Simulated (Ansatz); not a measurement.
Consider the ligand exchange at the Si–C bond: `C[SiH2][CH2][GeH3]` + `BS` → `BS[SiH2]C` + `[CH3][GeH3]`.

Gas-phase electronic energies from Ansatz, PBE0-D4/def2-TZVP geometries. CBS: MP2 limit from def2 TZ/QZ plus the TZ coupled-cluster correction, frozen cores. This one scheme is used for every species. Functionals use def2-TZVPP. For Ge outer-core shells are correlated without core-valence functions, which leaves a few kJ/mol of doubt a bond. Scalar relativity is left out up to krypton. One conformer a species, not always the lowest.

| level | ΔE (kJ/mol) |
| --- | --- |
| PBE-D4 | -52.0 |
| PBE0 | -54.1 |
| SCS-MP2/def2-TZVPP | -50.5 |
| SCS-MP2/def2-QZVPP | -52.2 |

(1) What does CCSD(T)/CBS give? (An estimate is asked.)

Largest T1 diagnostic among the species: 0.015.

## Answers

(1) Ansatz gave: -49.8 kJ/mol. The listed levels differ from it by -2.2, -4.3, -0.7, -2.4 kJ/mol.

In def2-TZVPP, CCSD(T) changes the Hartree–Fock value by +8.1 kJ/mol (the triples alone add −0.0 kJ/mol) and MP2 by +4.2 kJ/mol.
